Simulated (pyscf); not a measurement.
Optimised with ωB97X-D3(BJ)/def2-SVP in PySCF.

Q: `[O]=[Mo](=[O])([F])[F]` + `[OH][SiH3]` -> `[O]=[Mo]([OH])([F])([F])[O][SiH3]`
Surface: singlet. Broken: O–Si. Formed: O–Si, Mo–O. Give ΔE‡ and ΔE from ωB97M-D3(BJ)/def2-TZVP, relative to the separated reactants.

A: ΔE‡ = 4.9 kcal/mol, ΔE = -8.7 kcal/mol. Zero-point energy shifts the barrier by +2.0 kcal/mol. It is an addition across a multiple bond or ene-type step, with an imaginary mode of 289i cm⁻¹. On the reactant side the descent ends in an adduct with a Mo–O contact, 15.1 kcal/mol under the separated species and 15.6 kcal/mol under the saddle at ωB97X-D3(BJ)/def2-TZVP. What is counted as formed (Mo–O) is already present as a longer contact in the reactant adduct; forming that adduct is a step of its own. At ωB97X-D3(BJ) the barrier from the zero used here is 0.4 kcal/mol. One saddle was located; it need not be the lowest between these sides. Elements past Kr carry the def2 core potentials, without spin-orbit coupling.
